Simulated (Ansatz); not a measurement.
Species: [W(F)4(OH)2] (charge 0, multiplicity 1), formula H2F4O2W.

How many basis functions does frozen-core CCSD(T)/def2-TZVPP // TPSS-D3(BJ)/def2-SVP run with Ansatz (a first-principles code) use, how many core orbitals are frozen, and how many electrons are correlated?

270 basis functions and 6 frozen orbitals, which leaves 56 correlated electrons. Core time is of the order of minutes.
